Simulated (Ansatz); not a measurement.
**Which isomer of FHOSSi gives these data?**

These gas-phase data were calculated for one isomer of FHOSSi at r2SCAN-D4/def2-SVP (harmonic, unscaled wavenumbers; equilibrium rotational constants with average atomic masses):

- rotational constants: 7.268, 3.603, 2.409 GHz
- all wavenumbers above 1500 cm⁻¹: 2693
- dipole moment: 3.27 D (PBE0/def2-TZVPD)

Candidates:

(1) `O[Si](F)=S`, a singlet
(2) `O=[Si](F)S`, a singlet

**Question.** Which structure fits?

**Answer.** Candidate (2). No mode falls between 3300 and 4000 cm⁻¹, where the O–H stretch of (1) would stand.

The same quantities for all candidates:

|  | rotational constants (GHz) | wavenumbers above 1500 cm⁻¹ | dipole (D) | E above the lowest, r2SCAN-D4/def2-SVP (kcal/mol) |
| --- | --- | --- | --- | --- |
| (1) | 8.417, 3.381, 2.412 | 3854 | 2.29 | 0.0 |
| (2) | 7.268, 3.603, 2.409 | 2693 | 3.27 | 19.6 |

Harmonic stretches to hydrogen usually lie a few per cent above observed fundamentals. Each candidate is one conformer. Programs: Ansatz 0.2.0.
